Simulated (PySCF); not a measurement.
**Basis-set dependence of population analyses: `C#C/C=C(\F)C#C`**

Species: C₆H₃F.
Geometry (PBE0-D3(BJ)/def2-SVP, Å), atoms numbered from 1 in this order:
```
atom  x, y, z in Å
C1     3.0456    0.3643   -0.0655
C2     1.8614    0.2678   -0.3163
C3     0.4929    0.1631   -0.6522
C4    -0.4772   -0.1537    0.2315
F5    -0.1816   -0.3866    1.5052
C6    -1.8561   -0.2632   -0.0937
C7    -3.0349   -0.3594   -0.3623
H8     4.0914    0.4448    0.1670
H9     0.1879    0.3467   -1.6859
H10   -4.0794   -0.4446   -0.6023
```

PBE0 throughout (PySCF), one geometry, spherical d and f functions. Geometry: PBE0-D3(BJ)/def2-SVP; no solvent, vibrations or thermal averaging. The first 7 of 10 kinds of atom are listed.

Mulliken charges (e):

```csv
basis,functions,C1,C2,C3,C4,F5,C6,C7
STO-3G,38,-0.128,-0.040,-0.118,+0.113,-0.043,-0.048,-0.106
6-31G,69,-0.449,+0.082,-0.166,+0.343,-0.278,+0.090,-0.453
pcSseg-0,69,-0.273,-0.109,-0.177,+0.381,-0.323,-0.096,-0.259
6-31G*,104,-0.513,+0.332,-0.377,+0.337,-0.280,+0.294,-0.529
cc-pVDZ,113,-0.471,+0.510,-0.181,+0.086,-0.131,+0.536,-0.456
def2-SVP,113,-0.370,+0.314,-0.124,+0.210,-0.177,+0.300,-0.361
aug-cc-pVDZ,188,+0.914,-0.355,+0.467,+0.846,-0.590,-0.329,+0.907
"6-311+G(2d,p)",207,-0.616,+0.352,+0.025,-0.572,-0.286,+1.157,-0.542
def2-TZVP,235,-0.079,+0.020,-0.352,+0.133,-0.160,-0.036,-0.066
cc-pVTZ,252,-0.224,+0.100,-0.247,+0.292,-0.130,-0.043,-0.212
IGLO-III,275,-0.138,-0.060,-0.135,+0.319,-0.221,-0.093,-0.116
```

IAO charges (e):

```json
{"basis": "STO-3G", "functions": "38", "C1": "-0.151", "C2": "-0.042", "C3": "-0.199", "C4": "+0.143", "F5": "-0.058", "C6": "-0.063", "C7": "-0.125"}
{"basis": "6-31G", "functions": "69", "C1": "-0.205", "C2": "-0.024", "C3": "-0.196", "C4": "+0.269", "F5": "-0.229", "C6": "-0.051", "C7": "-0.176"}
{"basis": "pcSseg-0", "functions": "69", "C1": "-0.193", "C2": "-0.027", "C3": "-0.201", "C4": "+0.264", "F5": "-0.216", "C6": "-0.055", "C7": "-0.163"}
{"basis": "6-31G*", "functions": "104", "C1": "-0.204", "C2": "-0.025", "C3": "-0.202", "C4": "+0.299", "F5": "-0.235", "C6": "-0.055", "C7": "-0.174"}
{"basis": "cc-pVDZ", "functions": "113", "C1": "-0.211", "C2": "-0.023", "C3": "-0.204", "C4": "+0.300", "F5": "-0.234", "C6": "-0.053", "C7": "-0.180"}
{"basis": "def2-SVP", "functions": "113", "C1": "-0.203", "C2": "-0.022", "C3": "-0.201", "C4": "+0.297", "F5": "-0.235", "C6": "-0.052", "C7": "-0.172"}
{"basis": "aug-cc-pVDZ", "functions": "188", "C1": "-0.218", "C2": "-0.023", "C3": "-0.203", "C4": "+0.305", "F5": "-0.247", "C6": "-0.049", "C7": "-0.187"}
{"basis": "6-311+G(2d,p)", "functions": "207", "C1": "-0.218", "C2": "-0.022", "C3": "-0.203", "C4": "+0.304", "F5": "-0.248", "C6": "-0.049", "C7": "-0.187"}
{"basis": "def2-TZVP", "functions": "235", "C1": "-0.218", "C2": "-0.022", "C3": "-0.204", "C4": "+0.309", "F5": "-0.247", "C6": "-0.050", "C7": "-0.187"}
{"basis": "cc-pVTZ", "functions": "252", "C1": "-0.218", "C2": "-0.022", "C3": "-0.205", "C4": "+0.308", "F5": "-0.245", "C6": "-0.050", "C7": "-0.188"}
{"basis": "IGLO-III", "functions": "275", "C1": "-0.219", "C2": "-0.023", "C3": "-0.204", "C4": "+0.307", "F5": "-0.248", "C6": "-0.049", "C7": "-0.188"}
```

Hirshfeld charges (e):

| basis | functions | C1 | C2 | C3 | C4 | F5 | C6 | C7 |
| --- | --- | --- | --- | --- | --- | --- | --- | --- |
| STO-3G | 38 | -0.089 | -0.059 | -0.035 | +0.104 | -0.001 | -0.066 | -0.065 |
| 6-31G | 69 | -0.099 | -0.052 | -0.043 | +0.110 | -0.069 | -0.055 | -0.076 |
| pcSseg-0 | 69 | -0.093 | -0.055 | -0.047 | +0.111 | -0.061 | -0.057 | -0.069 |
| 6-31G* | 104 | -0.103 | -0.053 | -0.046 | +0.110 | -0.058 | -0.055 | -0.079 |
| cc-pVDZ | 113 | -0.099 | -0.052 | -0.051 | +0.104 | -0.046 | -0.056 | -0.075 |
| def2-SVP | 113 | -0.097 | -0.050 | -0.053 | +0.109 | -0.055 | -0.053 | -0.073 |
| aug-cc-pVDZ | 188 | -0.095 | -0.051 | -0.054 | +0.104 | -0.061 | -0.053 | -0.072 |
| 6-311+G(2d,p) | 207 | -0.094 | -0.053 | -0.052 | +0.103 | -0.063 | -0.056 | -0.071 |
| def2-TZVP | 235 | -0.097 | -0.051 | -0.052 | +0.106 | -0.060 | -0.053 | -0.073 |
| cc-pVTZ | 252 | -0.098 | -0.051 | -0.053 | +0.106 | -0.057 | -0.053 | -0.074 |
| IGLO-III | 275 | -0.095 | -0.051 | -0.054 | +0.105 | -0.061 | -0.053 | -0.072 |

Task: Which scheme is steadiest as the basis changes?

Result: Largest range over the bases for any column: Hirshfeld 0.07 e, IAO 0.19 e, Mulliken 1.53 e. Hirshfeld charges move least and Mulliken charges most, counted in e. Without the minimal STO-3G basis the ranges are Hirshfeld 0.02, IAO 0.05, Mulliken 1.53 e.

Task: How much do the charges still move between the two largest bases, cc-pVTZ and IGLO-III?

Result: At most, over all atoms: Mulliken 0.160 e, IAO 0.003 e, Hirshfeld 0.004 e.

Task: What do the same runs give for the total energy, the frontier levels and the dipole moment?

Result: 
| basis | energy (Eh) | HOMO (eV) | LUMO (eV) | μ (D) |
| --- | --- | --- | --- | --- |
| STO-3G | -325.4686 | -4.48 | 1.24 | 0.87 |
| 6-31G | -329.6581 | -6.68 | -1.48 | 1.71 |
| pcSseg-0 | -329.0119 | -7.00 | -1.80 | 1.75 |
| 6-31G* | -329.7256 | -6.56 | -1.45 | 1.40 |
| cc-pVDZ | -329.7565 | -6.75 | -1.65 | 1.40 |
| def2-SVP | -329.4921 | -6.84 | -1.75 | 1.48 |
| aug-cc-pVDZ | -329.7741 | -6.93 | -1.89 | 1.50 |
| 6-311+G(2d,p) | -329.8322 | -6.96 | -1.91 | 1.53 |
| def2-TZVP | -329.8635 | -6.92 | -1.86 | 1.47 |
| cc-pVTZ | -329.8517 | -6.88 | -1.81 | 1.43 |
| IGLO-III | -329.8668 | -6.95 | -1.90 | 1.50 |

The dipole is fixed by the density alone, so its range of 0.88 D shows that the density itself changes with the basis, not only its division among atoms.
